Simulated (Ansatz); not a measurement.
Relaxation of C₈H₁₆N₂O (relaxed from a model of 1-butyl-3-methylimidazolium hydroxide, whose bonding it doesn't keep) with RKS PBE-D4/def2-SVP.

```sh
$ ansatz run in.yaml --threads 4 --pin off --events-out ev --progress --plain --max-ram 6963MiB
```

```yaml
crystal:
  periodic: [false, false, false]
  atoms:
    - {symbol: C, position_ang: [-3.477300, -0.933540, 0.936090]}
    - {symbol: C, position_ang: [-2.388620, 0.010300, 0.441930]}
    - {symbol: C, position_ang: [-1.939280, -0.347190, -0.972460]}
    - {symbol: C, position_ang: [-0.822820, 0.571640, -1.478640]}
    - {symbol: N, position_ang: [0.361120, 0.495010, -0.662640]}
    - {symbol: C, position_ang: [0.708200, 1.452970, 0.259700]}
    - {symbol: C, position_ang: [2.044570, 1.060580, 0.787490]}
    - {symbol: N, position_ang: [2.067520, -0.347770, 0.437660]}
    - {symbol: C, position_ang: [3.283210, -1.104780, 0.552490]}
    - {symbol: C, position_ang: [1.149670, -0.559230, -0.577650]}
    - {symbol: H, position_ang: [-4.346930, -0.893710, 0.283390]}
    - {symbol: H, position_ang: [-3.790790, -0.660770, 1.940170]}
    - {symbol: H, position_ang: [-3.113540, -1.958360, 0.958120]}
    - {symbol: H, position_ang: [-2.761840, 1.036150, 0.453370]}
    - {symbol: H, position_ang: [-1.529820, -0.036600, 1.113800]}
    - {symbol: H, position_ang: [-1.586690, -1.380460, -0.989060]}
    - {symbol: H, position_ang: [-2.784150, -0.271120, -1.660590]}
    - {symbol: H, position_ang: [-0.564660, 0.299220, -2.507640]}
    - {symbol: H, position_ang: [-1.163470, 1.609320, -1.465460]}
    - {symbol: H, position_ang: [0.485420, 2.480370, 0.028290]}
    - {symbol: H, position_ang: [2.199090, 1.193020, 1.865380]}
    - {symbol: H, position_ang: [3.072790, -2.149910, 0.331090]}
    - {symbol: H, position_ang: [3.646600, -1.019240, 1.576670]}
    - {symbol: H, position_ang: [4.068150, -0.746840, -0.123450]}
    - {symbol: H, position_ang: [0.999440, -1.504270, -1.054040]}
    - {symbol: O, position_ang: [3.167880, 1.790680, 0.235310]}
    - {symbol: H, position_ang: [3.016240, 1.914520, -0.709320]}
basis:
  gaussian: {orbitals: def2-SVP}
hamiltonian: {xc: pbe, dispersion: d4}
scf: {lower_state_search: "off"}
output: {orbitals: {seedname: orbitals}}
relax: {f_tol: 0.03, max_steps: 70}
```

Run time 40 s (4 threads of AMD EPYC 7R43 on a shared host).

Positions (Å) and forces (eV/Å) at steps 1, 2, 3, 4, 5, 7, 10, 11, 12, 13 of 15:

```xyz
27
step=1 energy=-13555.7556 eV
C    -3.477   -0.934    0.936    0.461    0.504   -0.125
C    -2.389    0.010    0.442   -0.359   -0.760   -0.388
C    -1.939   -0.347   -0.972    0.360    0.766    0.500
C    -0.823    0.572   -1.479   -0.443   -0.543   -0.014
N     0.361    0.495   -0.663   -0.093    0.175   -0.210
C     0.708    1.453    0.260    0.271    0.009    0.623
C     2.045    1.061    0.787   -0.024    0.474   -0.254
N     2.068   -0.348    0.438   -0.504   -0.183   -0.244
C     3.283   -1.105    0.552   -0.353    0.245   -0.058
C     1.150   -0.559   -0.578    0.731   -0.287    0.188
H    -4.347   -0.894    0.283   -0.639   -0.046   -0.394
H    -3.791   -0.661    1.940   -0.286    0.097    0.688
H    -3.114   -1.958    0.958    0.171   -0.731    0.040
H    -2.762    1.036    0.453   -0.102    0.658    0.059
H    -1.530   -0.037    1.114    0.503    0.150    0.377
H    -1.587   -1.380   -0.989    0.147   -0.632   -0.105
H    -2.784   -0.271   -1.661   -0.483   -0.027   -0.449
H    -0.565    0.299   -2.508    0.158   -0.024   -0.481
H    -1.163    1.609   -1.465   -0.102    0.490   -0.059
H     0.485    2.480    0.028   -0.294    0.786   -0.077
H     2.199    1.193    1.865    0.178    0.099    0.555
H     3.073   -2.150    0.331   -0.052   -0.667   -0.066
H     3.647   -1.019    1.577    0.306   -0.045    0.572
H     4.068   -0.747   -0.123    0.421    0.171   -0.299
H     0.999   -1.504   -1.054   -0.212   -0.826   -0.455
O     3.168    1.791    0.235    0.522    0.119    0.684
H     3.016    1.915   -0.709   -0.284    0.028   -0.608
27
step=2 energy=-13555.9246 eV
C    -3.508   -0.947    0.954    0.219    0.179   -0.138
C    -2.416   -0.003    0.446   -0.066   -0.181   -0.118
C    -1.946   -0.333   -0.974    0.090    0.151    0.163
C    -0.819    0.571   -1.495   -0.291   -0.158    0.068
N     0.382    0.504   -0.684   -0.060    0.098   -0.072
C     0.727    1.465    0.257    0.188    0.105    0.197
C     2.073    1.079    0.777   -0.120    0.276   -0.056
N     2.084   -0.342    0.421   -0.110   -0.161   -0.144
C     3.291   -1.120    0.569   -0.129    0.103   -0.031
C     1.181   -0.558   -0.608    0.349   -0.181    0.087
H    -4.398   -0.918    0.302   -0.189   -0.022   -0.107
H    -3.828   -0.678    1.974   -0.064    0.038    0.183
H    -3.146   -1.989    0.980    0.038   -0.221    0.015
H    -2.784    1.039    0.464   -0.036    0.217    0.037
H    -1.545   -0.027    1.125    0.157    0.059    0.128
H    -1.602   -1.384   -1.011    0.025   -0.209   -0.051
H    -2.796   -0.255   -1.678   -0.143   -0.016   -0.159
H    -0.560    0.301   -2.536    0.027   -0.031   -0.122
H    -1.152    1.623   -1.491   -0.010    0.168   -0.045
H     0.459    2.508    0.060   -0.112    0.116    0.007
H     2.244    1.208    1.866    0.053   -0.012    0.161
H     3.076   -2.180    0.355   -0.017   -0.189   -0.012
H     3.651   -1.039    1.609    0.073   -0.012    0.170
H     4.105   -0.776   -0.100    0.121    0.037   -0.072
H     1.017   -1.521   -1.087   -0.091   -0.180   -0.116
O     3.199    1.813    0.225    0.235    0.036    0.155
H     3.011    1.958   -0.721   -0.138   -0.008   -0.129
27
step=3 energy=-13555.9490 eV
C    -3.494   -0.942    0.957    0.008    0.038    0.046
C    -2.409    0.008    0.444   -0.051   -0.088   -0.030
C    -1.953   -0.336   -0.977    0.060    0.082    0.042
C    -0.828    0.565   -1.503   -0.036   -0.035   -0.056
N     0.388    0.507   -0.697   -0.042    0.009    0.000
C     0.728    1.463    0.262    0.106    0.062   -0.021
C     2.080    1.085    0.775   -0.109    0.058    0.009
N     2.091   -0.341    0.404    0.051   -0.085   -0.068
C     3.290   -1.131    0.579   -0.011    0.019    0.012
C     1.199   -0.556   -0.634    0.063    0.014    0.060
H    -4.398   -0.923    0.310    0.035    0.007    0.017
H    -3.814   -0.672    1.985   -0.007   -0.019   -0.017
H    -3.133   -1.993    0.987   -0.001    0.037   -0.003
H    -2.779    1.058    0.464    0.002   -0.033   -0.011
H    -1.527    0.000    1.123   -0.025   -0.007   -0.029
H    -1.620   -1.398   -1.021   -0.010    0.039    0.013
H    -2.810   -0.258   -1.686    0.018    0.004    0.024
H    -0.571    0.286   -2.547    0.020    0.007    0.016
H    -1.153    1.625   -1.515    0.009   -0.030   -0.008
H     0.414    2.507    0.104   -0.006   -0.113    0.019
H     2.260    1.198    1.870   -0.011   -0.026   -0.026
H     3.072   -2.198    0.365    0.003    0.025    0.002
H     3.633   -1.055    1.632   -0.020    0.003   -0.024
H     4.128   -0.795   -0.074   -0.029   -0.013    0.023
H     1.025   -1.525   -1.114   -0.023    0.044   -0.001
O     3.205    1.824    0.222    0.025    0.023   -0.085
H     2.979    1.996   -0.716   -0.019   -0.024    0.096
27
step=4 energy=-13555.9524 eV
C    -3.491   -0.937    0.968    0.000   -0.012   -0.018
C    -2.409    0.009    0.444    0.017    0.038    0.021
C    -1.950   -0.332   -0.977   -0.024   -0.031   -0.019
C    -0.824    0.562   -1.513   -0.001    0.001    0.025
N     0.391    0.506   -0.706   -0.006    0.007    0.010
C     0.727    1.458    0.258    0.068    0.004   -0.032
C     2.076    1.082    0.776   -0.076   -0.001    0.000
N     2.093   -0.344    0.394    0.032   -0.021   -0.036
C     3.289   -1.134    0.579   -0.001    0.002    0.018
C     1.207   -0.554   -0.648    0.008    0.022    0.030
H    -4.396   -0.922    0.323    0.022    0.000    0.017
H    -3.810   -0.666    1.995    0.018    0.002   -0.030
H    -3.128   -1.987    1.000   -0.008    0.026    0.001
H    -2.781    1.059    0.461    0.003   -0.021   -0.001
H    -1.526    0.007    1.120   -0.018   -0.002   -0.015
H    -1.619   -1.394   -1.018   -0.004    0.023    0.002
H    -2.808   -0.256   -1.684    0.014   -0.001    0.016
H    -0.566    0.275   -2.555   -0.009   -0.009    0.027
H    -1.147    1.622   -1.534    0.009   -0.017   -0.009
H     0.397    2.497    0.115   -0.006   -0.055    0.014
H     2.252    1.184    1.872   -0.007   -0.011   -0.022
H     3.073   -2.200    0.360    0.005    0.024    0.002
H     3.619   -1.060    1.637   -0.013    0.001   -0.024
H     4.134   -0.797   -0.062   -0.018   -0.008    0.015
H     1.032   -1.521   -1.133   -0.008    0.036   -0.001
O     3.201    1.827    0.231    0.007    0.014   -0.049
H     2.965    2.013   -0.702   -0.004   -0.010    0.059
27
step=5 energy=-13555.9544 eV
C    -3.481   -0.923    0.981    0.004   -0.004   -0.004
C    -2.403    0.022    0.447   -0.004    0.004   -0.001
C    -1.959   -0.332   -0.974    0.006    0.005    0.002
C    -0.827    0.543   -1.526    0.010    0.000   -0.025
N     0.391    0.497   -0.725    0.065    0.069   -0.013
C     0.726    1.447    0.240    0.003    0.001    0.026
C     2.064    1.070    0.776   -0.022    0.010   -0.024
N     2.099   -0.346    0.369    0.000   -0.027   -0.053
C     3.289   -1.136    0.579   -0.012    0.011   -0.024
C     1.221   -0.552   -0.679    0.009   -0.071    0.069
H    -4.391   -0.907    0.344    0.005    0.001    0.006
H    -3.790   -0.653    2.011    0.003    0.005   -0.002
H    -3.117   -1.971    1.006   -0.009    0.004    0.009
H    -2.774    1.071    0.462   -0.001    0.003   -0.003
H    -1.516    0.019    1.116    0.006   -0.001    0.004
H    -1.643   -1.399   -1.009    0.018    0.009   -0.001
H    -2.819   -0.249   -1.675   -0.007   -0.002   -0.003
H    -0.572    0.231   -2.561   -0.006    0.000    0.002
H    -1.141    1.605   -1.572   -0.008   -0.003   -0.004
H     0.368    2.477    0.124   -0.017   -0.024    0.017
H     2.218    1.147    1.878    0.005    0.010    0.003
H     3.077   -2.203    0.366   -0.006   -0.003   -0.005
H     3.604   -1.051    1.640   -0.007    0.002   -0.001
H     4.144   -0.805   -0.053    0.010   -0.001    0.007
H     1.065   -1.507   -1.189   -0.012   -0.013   -0.003
O     3.200    1.831    0.272   -0.013    0.051   -0.017
H     2.967    2.074   -0.648   -0.018   -0.038    0.039
27
step=7 energy=-13555.9582 eV
C    -3.469   -0.891    0.998   -0.007   -0.010   -0.007
C    -2.396    0.042    0.438    0.004    0.016    0.013
C    -1.953   -0.338   -0.977   -0.019   -0.024   -0.007
C    -0.820    0.526   -1.545    0.017    0.010    0.009
N     0.396    0.486   -0.739    0.002    0.000    0.012
C     0.705    1.416    0.252   -0.030    0.009   -0.021
C     2.043    1.052    0.790    0.023   -0.025   -0.008
N     2.106   -0.356    0.350    0.005    0.051    0.035
C     3.299   -1.137    0.564    0.011   -0.012    0.002
C     1.235   -0.557   -0.703   -0.030   -0.001   -0.033
H    -4.382   -0.893    0.365   -0.003    0.000    0.001
H    -3.774   -0.596    2.022    0.003    0.006   -0.004
H    -3.104   -1.939    1.050    0.000    0.004    0.002
H    -2.769    1.090    0.431   -0.001    0.002   -0.001
H    -1.506    0.057    1.103    0.000    0.002   -0.001
H    -1.631   -1.403   -0.992    0.000   -0.001    0.002
H    -2.814   -0.271   -1.679    0.003   -0.001    0.001
H    -0.564    0.198   -2.573   -0.004   -0.003    0.006
H    -1.132    1.588   -1.608    0.002    0.001   -0.003
H     0.306    2.435    0.180    0.013   -0.023    0.002
H     2.190    1.108    1.895    0.003   -0.002   -0.009
H     3.102   -2.202    0.322    0.004    0.008   -0.001
H     3.590   -1.073    1.633    0.003   -0.008   -0.008
H     4.164   -0.784   -0.042   -0.005    0.001    0.003
H     1.093   -1.502   -1.236    0.014    0.012    0.004
O     3.164    1.848    0.307   -0.019   -0.005   -0.004
H     2.922    2.097   -0.608    0.010   -0.006    0.016
27
step=10 energy=-13555.9618 eV
C    -3.526   -0.807    1.013    0.000   -0.008    0.022
C    -2.441    0.096    0.424    0.004    0.009   -0.030
C    -1.953   -0.373   -0.952   -0.001    0.006    0.030
C    -0.809    0.463   -1.543   -0.018   -0.009   -0.004
N     0.407    0.442   -0.738    0.004   -0.026   -0.009
C     0.678    1.339    0.293    0.002   -0.006    0.013
C     2.024    1.003    0.827    0.047    0.015   -0.018
N     2.152   -0.375    0.314    0.013    0.002   -0.013
C     3.377   -1.117    0.494    0.026   -0.015   -0.007
C     1.290   -0.565   -0.748   -0.012    0.020    0.002
H    -4.420   -0.860    0.355    0.016   -0.001    0.014
H    -3.862   -0.442    2.006    0.006   -0.017   -0.041
H    -3.155   -1.846    1.150   -0.016    0.041   -0.008
H    -2.822    1.140    0.336    0.013   -0.040    0.002
H    -1.570    0.160    1.112   -0.016   -0.001   -0.018
H    -1.621   -1.434   -0.890   -0.014    0.033    0.000
H    -2.794   -0.356   -1.682    0.017   -0.004    0.018
H    -0.552    0.096   -2.559    0.002    0.000    0.010
H    -1.114    1.525   -1.649    0.004   -0.008    0.001
H     0.222    2.336    0.285    0.013   -0.031   -0.012
H     2.161    1.008    1.935    0.001   -0.006   -0.014
H     3.233   -2.169    0.168    0.006    0.061    0.017
H     3.647   -1.124    1.571    0.000   -0.001   -0.034
H     4.235   -0.679   -0.067   -0.044   -0.020    0.031
H     1.211   -1.478   -1.348   -0.007    0.046    0.033
O     3.118    1.872    0.401   -0.044   -0.053    0.028
H     2.882    2.146   -0.508   -0.002    0.014   -0.014
27
step=11 energy=-13555.9628 eV
C    -3.553   -0.785    1.008   -0.013   -0.019    0.030
C    -2.461    0.109    0.421    0.009    0.022   -0.027
C    -1.955   -0.381   -0.940   -0.009   -0.011    0.023
C    -0.805    0.446   -1.534   -0.009   -0.005   -0.010
N     0.410    0.426   -0.728    0.011   -0.029   -0.004
C     0.675    1.316    0.311   -0.002    0.009    0.010
C     2.029    0.990    0.835    0.047    0.019   -0.018
N     2.171   -0.381    0.307    0.010    0.000   -0.011
C     3.406   -1.108    0.471    0.023   -0.016   -0.016
C     1.304   -0.571   -0.751   -0.001    0.012   -0.003
H    -4.438   -0.849    0.338    0.022    0.000    0.019
H    -3.905   -0.407    1.991    0.013   -0.019   -0.048
H    -3.184   -1.822    1.165   -0.020    0.048   -0.008
H    -2.841    1.152    0.312    0.018   -0.047    0.005
H    -1.597    0.182    1.119   -0.020    0.000   -0.019
H    -1.623   -1.441   -0.858   -0.015    0.043   -0.003
H    -2.788   -0.376   -1.681    0.020   -0.004    0.023
H    -0.547    0.069   -2.545   -0.001    0.004    0.014
H    -1.106    1.508   -1.649    0.004   -0.012    0.001
H     0.211    2.309    0.310    0.017   -0.035   -0.008
H     2.171    0.985    1.942    0.001   -0.002   -0.017
H     3.276   -2.157    0.129    0.006    0.068    0.020
H     3.681   -1.129    1.548   -0.003    0.002   -0.037
H     4.256   -0.648   -0.085   -0.049   -0.027    0.035
H     1.233   -1.478   -1.360   -0.009    0.044    0.027
O     3.112    1.876    0.414   -0.050   -0.041    0.009
H     2.867    2.164   -0.490   -0.003   -0.004    0.011
27
step=12 energy=-13555.9638 eV
C    -3.586   -0.761    1.001   -0.023   -0.028    0.027
C    -2.481    0.121    0.419    0.014    0.033   -0.018
C    -1.956   -0.390   -0.927   -0.022   -0.030    0.016
C    -0.801    0.426   -1.522    0.004    0.006   -0.009
N     0.413    0.409   -0.715    0.026   -0.015   -0.006
C     0.673    1.290    0.334   -0.013    0.002    0.000
C     2.035    0.977    0.844    0.041    0.015   -0.013
N     2.191   -0.387    0.300    0.018    0.006    0.004
C     3.439   -1.097    0.447    0.020   -0.012   -0.024
C     1.322   -0.574   -0.756   -0.013    0.000   -0.006
H    -4.459   -0.831    0.316    0.025    0.000    0.022
H    -3.954   -0.367    1.972    0.020   -0.016   -0.048
H    -3.222   -1.796    1.179   -0.020    0.047   -0.008
H    -2.856    1.163    0.288    0.019   -0.046    0.005
H    -1.628    0.202    1.128   -0.021    0.000   -0.019
H    -1.624   -1.449   -0.823   -0.013    0.045   -0.004
H    -2.780   -0.400   -1.678    0.022   -0.002    0.024
H    -0.540    0.041   -2.530   -0.004    0.004    0.015
H    -1.098    1.489   -1.647    0.002   -0.011   -0.001
H     0.203    2.281    0.338    0.015   -0.028   -0.001
H     2.185    0.960    1.950    0.000    0.000   -0.019
H     3.324   -2.142    0.088    0.004    0.062    0.019
H     3.719   -1.131    1.521   -0.004    0.003   -0.032
H     4.278   -0.614   -0.106   -0.045   -0.028    0.033
H     1.256   -1.477   -1.372   -0.009    0.030    0.018
O     3.102    1.880    0.424   -0.044   -0.021   -0.007
H     2.845    2.179   -0.473    0.000   -0.016    0.030
27
step=13 energy=-13555.9644 eV
C    -3.614   -0.734    0.994   -0.025   -0.021    0.028
C    -2.496    0.133    0.415    0.009    0.023   -0.017
C    -1.955   -0.400   -0.916   -0.028   -0.027    0.015
C    -0.796    0.407   -1.513    0.007    0.000   -0.006
N     0.417    0.392   -0.704    0.001   -0.042    0.026
C     0.666    1.260    0.359    0.009    0.012   -0.024
C     2.037    0.962    0.854    0.025    0.002    0.002
N     2.210   -0.393    0.293    0.004    0.006    0.019
C     3.470   -1.085    0.422    0.012   -0.008   -0.022
C     1.337   -0.580   -0.759    0.005    0.027   -0.029
H    -4.477   -0.810    0.297    0.023    0.000    0.020
H    -3.995   -0.324    1.952    0.020   -0.016   -0.043
H    -3.260   -1.769    1.192   -0.016    0.042   -0.008
H    -2.863    1.175    0.264    0.016   -0.040    0.005
H    -1.652    0.219    1.135   -0.018   -0.001   -0.018
H    -1.623   -1.456   -0.791   -0.012    0.042   -0.005
H    -2.771   -0.423   -1.674    0.021    0.000    0.024
H    -0.533    0.014   -2.517   -0.003    0.003    0.011
H    -1.089    1.470   -1.648    0.002   -0.009    0.000
H     0.188    2.247    0.372    0.016   -0.013   -0.001
H     2.197    0.934    1.958   -0.002    0.006   -0.019
H     3.370   -2.126    0.049    0.002    0.048    0.015
H     3.759   -1.129    1.493   -0.002    0.002   -0.022
H     4.297   -0.581   -0.130   -0.040   -0.025    0.028
H     1.274   -1.479   -1.380    0.001    0.021    0.002
O     3.086    1.886    0.436   -0.029   -0.015   -0.013
H     2.817    2.191   -0.455    0.002   -0.017    0.031
```
